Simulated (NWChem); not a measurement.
Molecule: C$_{3}$H$_{6}$Si; SMILES CC#C[SiH3]

```xyz
10

C      2.6498    -0.1422    -0.3440
C      1.2128    -0.0652    -0.1573
C      0.0052    -0.0011    -0.0017
Si    -1.8034     0.0966     0.2340
H      3.1506     0.7454     0.0736
H      2.9053    -0.2031    -1.4135
H      3.0656    -1.0317     0.1547
H     -2.4975    -0.8247    -0.7144
H     -2.2782     1.4903    -0.0152
H     -2.1592    -0.2929     1.6310
```
Atoms are numbered in this order, from 1.

Level: PBE0/def2-SVP (NWChem), optimised geometry, unscaled harmonic frequencies. 

```
frequency (cm⁻¹)  IR intensity (km/mol)
----------------  ---------------------
15                                  0.0
144                                 5.8
144                                 5.8
394                                 1.1
394                                 1.1
533                                27.5
684                                53.6
684                                53.6
933                               338.0
943                                48.4
944                                48.2
1028                                3.9
1028                                3.9
1082                               31.8
1385                                1.5
1439                               10.3
1439                               10.2
2239                              106.6
2239                              106.6
2239                              106.7
2314                               88.0
3053                               11.8
3148                                1.2
3148                                1.2
```

The zero-point energy is 45.1 kcal/mol. The thermal correction to the enthalpy at 298.15 K (with zero-point energy) is 49.7 kcal/mol and the heat capacity Cv is 20.3 cal/(mol K). The entropy at 298.15 K and 1 atm (symmetry number 3) comes out as 77.7 cal/(mol K). The dipole moment is 1.60 D.

Rigid rotor and harmonic oscillator; modes under 100 cm⁻¹ make the entropy uncertain.
